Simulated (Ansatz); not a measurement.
Ideal-gas functions of BH₃OSiZn, SMILES `O[B]1[SiH2][Zn]1` at 800 K and 1 bar, from an Ansatz frequency run at PBE0-D4/def2-TZVP.

Molar mass 123.31 g/mol, point group C1 (symmetry number 1), electronic degeneracy 1, moments of inertia 118.589, 198.712, 313.562 u Å². Harmonic wavenumbers (cm⁻¹, unscaled): 62, 161, 234, 267, 270, 351, 452, 552, 605, 876, 943, 1431, 2115, 2156, 3885.

Use S(trans) = R[1.5 ln M + 2.5 ln T − 1.1517]; rotational temperatures θ = 24.2544 K / I; S(rot) = R[ln(√π/σ · √(T³/θAθBθC)) + 1.5]; for each mode x = 1.438777 ν̃/T, S = R[x/(eˣ − 1) − ln(1 − e⁻ˣ)] and H = RT x/(eˣ − 1); 1 cm⁻¹ = 0.0119627 kJ/mol; R = 8.31446 J/(mol·K).

**Question.** By hand: the entropy, in J/(mol·K).

**Answer.** Translation 189.4. Rotation: θ = 0.2045, 0.1221, 0.0774 K, giving 126.6. Vibration, mode by mode: 26.56, 18.65, 15.57, 14.49, 14.40, 12.28, 10.26, 8.71, 8.01, 5.34, 4.85, 2.43, 0.91, 0.86, 0.06, in all 143.4. Electronic 0.0. Sum 459.4 J/(mol·K).

**Question.** By hand: H − E and G − E in kJ/mol, counted from the electronic energy.

**Answer.** Zero-point energy ½ × 14360 × 0.0119627 = 85.9; thermal vibration 52.2; translation, rotation and pV give 4 RT = 26.6. H − E = 164.7 kJ/mol, and G − E = 164.7 − 800 × 459.4/1000 = -202.8 kJ/mol.

Vibration gives 31 % of the entropy, 26.6 J/(mol·K) of it from the mode under 150 cm⁻¹: soft modes count most, and the harmonic formula is weakest for them. The sum counts one conformer and one mirror image; others add a mixing term.
